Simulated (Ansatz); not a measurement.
## A cut through the energy surface

CH2BrF (SMILES FCBr), closed shell, at its PBE0-D4/def2-TZVP minimum:

```
5
angstrom
F 0.6869 1.1707 0.1630
C 0.1500 -0.0667 0.0766
Br -1.5449 -0.0125 -0.8552
H 0.8077 -0.7136 -0.5004
H -0.0497 -0.4515 1.0746
```

The angle Br3–C2–F1 (110.7° at the minimum) is set to the values below, Br3, with anything bonded beyond it, turning rigidly in the plane of the angle. Each method's energies count from its own value at the PBE0-D4 minimum structure. Computed with Ansatz 0.2.0 (basis: def2-TZVPP); correlated methods freeze the cores. Filled d shells of the heavier atoms are correlated. The def2 sets are not built for correlating such inner shells, so the correlated values are less sure here. B3LYP uses VWN-RPA correlation.

```
angle (°)  CCSD(T) (kcal/mol)  B3LYP-D4 (kcal/mol)  r2SCAN-D4 (kcal/mol)  HF (kcal/mol)
     80.7                   ?                38.24                 38.54          40.19
     88.2               18.93                19.13                 19.24          19.79
     95.7                7.55                 7.73                  7.74           7.73
    103.2                1.70                 1.80                  1.78           1.60
    110.7                0.00                 0.00                  0.00           0.00
    118.2                   ?                 1.59                  1.63           2.14
    125.7                   ?                 6.15                  6.26           7.59
    133.2               13.83                13.49                 13.66          16.14
    140.7               23.97                23.53                 23.78          27.73
```

Task: Fill in the withheld CCSD(T) values. (Judge from chemistry; the value comes from the calculation.)

Result: The calculation gives: 38.10 kcal/mol at 80.7°; 1.70 kcal/mol at 118.2°; 6.38 kcal/mol at 125.7°. These count from the CCSD(T) energy at the PBE0-D4 minimum.

Minimum and curvature along this coordinate at CCSD(T): A fifth-order fit through the nearest points gives 110.5°, with a curvature of about 2.6 meV/deg².

Largest difference from the CCSD(T) curve over the scan: PBE-D4 1.96; PBE0-D4 0.52; wB97M-V 0.83; MP2 0.23 kcal/mol. Each curve counts from its own value at the minimum.

T1 diagnostic: at most 0.010.

For scale, one of the runs: CCSD(T)/def2-TZVPP, 138 basis functions (an equivalent command: `ansatz run in.yaml --threads 2`). The run took 9 s on 2 CPU threads (shared host), with 0.63 GiB of host memory at its peak.
